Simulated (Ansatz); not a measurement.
Problem. Name a neutral molecule of Br, Ga, N and H with LUMO energy (PBE/def2-TZVPP) between -1.70 and -1.40 eV and HOMO energy (PBE0/def2-TZVPP) between -7.95 and -7.65 eV (Ansatz, PBE0-D4/def2-TZVP geometry).

Solution. `[NH2][GaH][Br]` (-1.56 eV, -7.69 eV). Other molecules can fit too; these were computed, each in one conformer that needn't be the lowest.
